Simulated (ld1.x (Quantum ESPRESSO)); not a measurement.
## Al: PAW pseudisation with LDA (PZ), non-relativistic reference atom.

Input for ld1.x (Quantum ESPRESSO) 7.5:

```
&input
   title='Al', zed=13., rel=0, dft='PZ', iswitch=3,
   config='[Ne] 3s2 3p0 3d-2',
   nld=3, rlderiv=3.00, eminld=-3.0, emaxld=5.0, deld=0.02
 /
 &inputp
   pseudotype=3, lpaw=.true., tm=.true., lloc=-1, rcloc=2.15,
   nlcc=.false.,
   which_augfun='PSQ', rmatch_augfun=1.35,
   file_pseudopw='Al.UPF', file_wfcaegen='ae.wfc', file_wfcncgen='nc.wfc', file_beta='beta', file_chi='chi', file_wfcusgen='us.wfc'
 /
5
3S  1  0   2.00   0.00  1.45  1.90  0.0
3S  1  0   0.00   2.60  1.45  1.90  0.0
3P  2  1   0.00   0.00  2.35  2.65  0.0
3P  2  1   0.00  -0.25  2.35  2.65  0.0
3D  3  2  -2.00   0.50  2.30  2.75  0.0
 &test
   configts(1)='3s2 3p0'
 /
```

Command:

```bash
ld1.x < Al.in > Al.out
```

Output (shortened: banner, matrices, multipoles, cross overlaps and the repeated all-electron block are left out):

```
Program LD1 v.7.5

     !!!!!!!!!!!!!!!!!!! WARNING !!!!!!!!!!!!!!!!!!!!!!!
     Message from routine ld1_readin:
     US requires at least two energies per channel 3D
     !!!!!!!!!!!!!!!!!!!!!!!!!!!!!!!!!!!!!!!!!!!!!!!!!!!
     --------------------------- All-electron run ----------------------------

     Al

     atomic number is 13.00
     dft =PZ   lsd =0 sic =0 latt =0  beta=0.20 tr2=1.0E-14
     Exchange-correlation= PZ
                           (   1   1   0   0   0   0   0)
     mesh =1135 r(mesh) = 100.48924 a.u. xmin = -7.00 dx = 0.01250
     1 Ry =  13.60569312 eV

     n l     nl                  e(Ry)          e(Ha)          e(eV)
     1 0     1S 1( 2.00)      -110.9387       -55.4694     -1509.3981
     2 0     2S 1( 2.00)        -8.4833        -4.2416      -115.4208
     2 1     2P 1( 6.00)        -5.7426        -2.8713       -78.1316
     3 0     3S 1( 2.00)        -1.0949        -0.5474       -14.8969
     3 1     3P 1( 0.00)        -0.6739        -0.3369        -9.1682

     final scf error:  3.4E-15 reached in  15 iterations

     Etot =    -482.187564 Ry,    -241.093782 Ha,   -6560.496029 eV

     Ekin =     480.932613 Ry,     240.466307 Ha,    6543.421546 eV
     Encl =   -1146.402884 Ry,    -573.201442 Ha,  -15597.605842 eV
     Eh   =     217.778836 Ry,     108.889418 Ha,    2963.032005 eV
     Exc  =     -34.496128 Ry,     -17.248064 Ha,    -469.343738 eV

     normalization and overlap integrals

     s(1S/1S) =  1.000000  <r> =   0.1210  <r2> =    0.0197  r(max) =   0.0789
     s(2S/2S) =  1.000000  <r> =   0.6306  <r2> =    0.4771  r(max) =   0.5016
     s(2P/2P) =  1.000000  <r> =   0.6044  <r2> =    0.4649  r(max) =   0.4264
     s(3S/3S) =  1.000000  <r> =   2.3719  <r2> =    6.4942  r(max) =   2.0088
     s(3P/3P) =  1.000000  <r> =   2.8813  <r2> =    9.6915  r(max) =   2.3930

     ------------------------ End of All-electron run ------------------------

     --------------------- Generating PAW atomic setup --------------------

      Generating local potential from pseudized AE potential:
      Matching radius rcloc =   2.1500

      Local pseudo, rcloc= 2.138 Estimated cut-off energy=     5.02 Ry

      Computing core charge for PAW:

       r > 1.31 : true rho core
       r < 1.31 : rho core = a sin(br)/r    a=   1.85  b=   2.07

      Integrated core pseudo-charge :   1.49
      Wfc-us  3S rcutus= 1.887  Estimated cut-off energy=    12.23 Ry
      Wfc-us  3S rcutus= 1.887  Estimated cut-off energy=    20.45 Ry
      Wfc-us  3P rcutus= 2.678  Estimated cut-off energy=    10.64 Ry
      Wfc-us  3P rcutus= 2.678  Estimated cut-off energy=    11.69 Ry
      Wfc-us  3D rcutus= 2.746  Estimated cut-off energy=    15.90 Ry

     Required augmentation: PSQ   radius:    1.350000

     Q pseudized with Bessel functions
     Expected ecutrho=     198.3311 due to l1=  2   l2=  2

     Estimated PAW energy =  -36.806703 Ryd

     ------------------- End of pseudopotential generation -------------------

     Computing logarithmic derivative in   3.01566
     Computing logarithmic derivative in   3.01566
     Computing the partial wave expansion
     R is outside the sphere for l=    0 j= 0.00
     R is outside the sphere for l=    0 j= 0.00
     R is outside the sphere for l=    1 j= 0.00
     R is outside the sphere for l=    1 j= 0.00
     R is outside the sphere for l=    2 j= 0.00

     ---------------------- Testing the pseudopotential ----------------------

     Al

     atomic number is 13.00   valence charge is  3.00
     dft = SLA  PZ   NOGX NOGC   lsd =0 sic =0 latt =0  beta=0.20 tr2=1.0E-14
     mesh =1135 r(mesh) = 100.48924 xmin = -7.00 dx = 0.01250

     n l     nl             e AE (Ry)        e PS (Ry)    De AE-PS (Ry)
     1 0     3S   1( 2.00)       -1.09490       -1.09490        0.00000
     2 1     3P   1( 0.00)       -0.67385       -0.67385        0.00000

     eps = 4.1E-25  iter =  1

     Etot =    -482.187564 Ry,    -241.093782 Ha,   -6560.496029 eV
     Etotps =   -36.806703 Ry,     -18.403351 Ha,    -500.780703 eV

     Ekin =       5.207153 Ry,       2.603576 Ha,      70.846926 eV
     Encl =      -9.039016 Ry,      -4.519508 Ha,    -122.982083 eV
     Ehrt =       1.521283 Ry,       0.760642 Ha,      20.698112 eV
     Ecxc =     -34.496123 Ry,     -17.248061 Ha,    -469.343657 eV

     ---------------------- End of pseudopotential test ----------------------
```

Generation and configuration tests took about 1.6 s on one core of a shared server CPU.

Transferability test of the new file with ld1.x, input:

```
&input
   title='Al', zed=13., rel=0, dft='PZ', iswitch=2,
   config='[Ne] 3s2 3p0 3d-2'
 /
 &test
   file_pseudo='Al.UPF', nconf=10,
   configts(1)='3s2 3p0',
   configts(2)='3s2 3p1',
   configts(3)='3s1 3p0',
   configts(4)='3s2 3p0.5',
   configts(5)='3s1 3p1',
   configts(6)='3s1 3p2',
   configts(7)='3s0 3p3',
   configts(8)='3s2 3p1.3',
   configts(9)='3s2 3p1', lsdts(9)=1,
   configts(10)='3s1 3p0', lsdts(10)=1
 /
```

```bash
ld1.x < Al.test.in > Al.test.out
```

Pseudopotential blocks of its output, shortened (energy terms left out; the distinct warnings before each block abridged to one line each):

```
     ---------------------- Testing the pseudopotential ----------------------

     n l     nl             e AE (Ry)        e PS (Ry)    De AE-PS (Ry)
     1 0     3S   1( 2.00)       -1.09490       -1.09490        0.00000
     2 1     3P   1( 0.00)       -0.67385       -0.67385        0.00000

     eps = 8.5E-25  iter =  1

     Etot =    -482.187564 Ry,    -241.093782 Ha,   -6560.496029 eV
     Etotps =   -36.806703 Ry,     -18.403351 Ha,    -500.780703 eV

     ---------------------- End of pseudopotential test ----------------------

          ---------------------- Testing the pseudopotential ----------------------

     n l     nl             e AE (Ry)        e PS (Ry)    De AE-PS (Ry)
     1 0     3S   1( 2.00)       -0.57419       -0.57404       -0.00015
     2 1     3P   1( 1.00)       -0.20554       -0.20551       -0.00003

     eps = 5.9E-15  iter =  6

     Etot =    -482.618011 Ry,    -241.309006 Ha,   -6566.352557 eV
     Etotps =   -37.237097 Ry,     -18.618549 Ha,    -506.636518 eV
     dEtot_ae =      -0.430447 Ry
     dEtot_ps =      -0.430394 Ry,   Delta E=      -0.000052 Ry

     ---------------------- End of pseudopotential test ----------------------

          ---------------------- Testing the pseudopotential ----------------------

     n l     nl             e AE (Ry)        e PS (Ry)    De AE-PS (Ry)
     1 0     3S   1( 1.00)       -1.75601       -1.75885        0.00284
     2 1     3P   1( 0.00)       -1.27866       -1.28087        0.00221

     eps = 8.0E-18  iter =  7

     Etot =    -480.765908 Ry,    -240.382954 Ha,   -6541.153407 eV
     Etotps =   -35.383966 Ry,     -17.691983 Ha,    -481.423385 eV
     dEtot_ae =       1.421657 Ry
     dEtot_ps =       1.422737 Ry,   Delta E=      -0.001080 Ry

     ---------------------- End of pseudopotential test ----------------------

          ---------------------- Testing the pseudopotential ----------------------

     n l     nl             e AE (Ry)        e PS (Ry)    De AE-PS (Ry)
     1 0     3S   1( 2.00)       -0.82019       -0.82002       -0.00016
     2 1     3P   1( 0.50)       -0.42585       -0.42578       -0.00007

     eps = 7.1E-15  iter = 12

     Etot =    -482.461497 Ry,    -241.230749 Ha,   -6564.223077 eV
     Etotps =   -37.080611 Ry,     -18.540305 Ha,    -504.507407 eV
     dEtot_ae =      -0.273933 Ry
     dEtot_ps =      -0.273908 Ry,   Delta E=      -0.000025 Ry

     ---------------------- End of pseudopotential test ----------------------

          ---------------------- Testing the pseudopotential ----------------------

     n l     nl             e AE (Ry)        e PS (Ry)    De AE-PS (Ry)
     1 0     3S   1( 1.00)       -1.15298       -1.15340        0.00043
     2 1     3P   1( 1.00)       -0.72417       -0.72444        0.00027

     eps = 4.1E-15  iter =  6

     Etot =    -481.762717 Ry,    -240.881358 Ha,   -6554.715681 eV
     Etotps =   -36.381770 Ry,     -18.190885 Ha,    -494.999192 eV
     dEtot_ae =       0.424848 Ry
     dEtot_ps =       0.424933 Ry,   Delta E=      -0.000085 Ry

     ---------------------- End of pseudopotential test ----------------------

          ---------------------- Testing the pseudopotential ----------------------

     n l     nl             e AE (Ry)        e PS (Ry)    De AE-PS (Ry)
     1 0     3S   1( 1.00)       -0.63480       -0.63482        0.00002
     2 1     3P   1( 2.00)       -0.25092       -0.25093        0.00001

     eps = 4.9E-16  iter =  9

     Etot =    -482.241535 Ry,    -241.120767 Ha,   -6561.230331 eV
     Etotps =   -36.860674 Ry,     -18.430337 Ha,    -501.515016 eV
     dEtot_ae =      -0.053970 Ry
     dEtot_ps =      -0.053971 Ry,   Delta E=       0.000001 Ry

     ---------------------- End of pseudopotential test ----------------------

          ---------------------- Testing the pseudopotential ----------------------

     n l     nl             e AE (Ry)        e PS (Ry)    De AE-PS (Ry)
     1 0     3S   1( 0.00)       -0.68674       -0.68687        0.00013
     2 1     3P   1( 3.00)       -0.28995       -0.29001        0.00006

     eps = 6.7E-15  iter = 10

     Etot =    -481.851027 Ry,    -240.925513 Ha,   -6555.917200 eV
     Etotps =   -36.470122 Ry,     -18.235061 Ha,    -496.201295 eV
     dEtot_ae =       0.336538 Ry
     dEtot_ps =       0.336580 Ry,   Delta E=      -0.000043 Ry

     ---------------------- End of pseudopotential test ----------------------

          ---------------------- Testing the pseudopotential ----------------------

     n l     nl             e AE (Ry)        e PS (Ry)    De AE-PS (Ry)
     1 0     3S   1( 2.00)       -0.44527       -0.44515       -0.00012
     2 1     3P   1( 1.30)       -0.09101       -0.09101        0.00001

     eps = 3.4E-15  iter = 10

     Etot =    -482.662100 Ry,    -241.331050 Ha,   -6566.952418 eV
     Etotps =   -37.281182 Ry,     -18.640591 Ha,    -507.236326 eV
     dEtot_ae =      -0.474536 Ry
     dEtot_ps =      -0.474480 Ry,   Delta E=      -0.000056 Ry

     ---------------------- End of pseudopotential test ----------------------

          ---------------------- Testing the pseudopotential ----------------------

     n l     nl             e AE (Ry)        e PS (Ry)    De AE-PS (Ry)
     1 0     3S   1( 1.00)       -0.59118       -0.59101       -0.00017
     2 1     3P   1( 1.00)       -0.22116       -0.22112       -0.00004
     1 0     3S   2( 1.00)       -0.54707       -0.54696       -0.00011
     2 1     3P   2( 0.00)       -0.18067       -0.18067       -0.00001

     eps = 9.2E-15  iter =  8

     Etot =    -482.627988 Ry,    -241.313994 Ha,   -6566.488304 eV
     Etotps =   -37.247067 Ry,     -18.623533 Ha,    -506.772160 eV
     dEtot_ae =      -0.440424 Ry
     dEtot_ps =      -0.440364 Ry,   Delta E=      -0.000060 Ry

     ---------------------- End of pseudopotential test ----------------------

          Warning: n=1, l=0 expected 0 nodes, found 1
     ---------------------- Testing the pseudopotential ----------------------

     n l     nl             e AE (Ry)        e PS (Ry)    De AE-PS (Ry)
     1 0     3S   1( 1.00)       -1.80309       -1.80583        0.00274
     2 1     3P   1( 0.00)       -1.32057       -1.32273        0.00216
     1 0     3S   2( 0.00)       -1.65069       -1.65069        0.00000
     2 1     3P   2( 0.00)       -1.17885       -1.18352        0.00467

     eps = 8.6E-15  iter =  8

     Etot =    -480.797269 Ry,    -240.398634 Ha,   -6541.580090 eV
     Etotps =   -35.414974 Ry,     -17.707487 Ha,    -481.845262 eV
     dEtot_ae =       1.390296 Ry
     dEtot_ps =       1.391729 Ry,   Delta E=      -0.001433 Ry

     ---------------------- End of pseudopotential test ----------------------
```
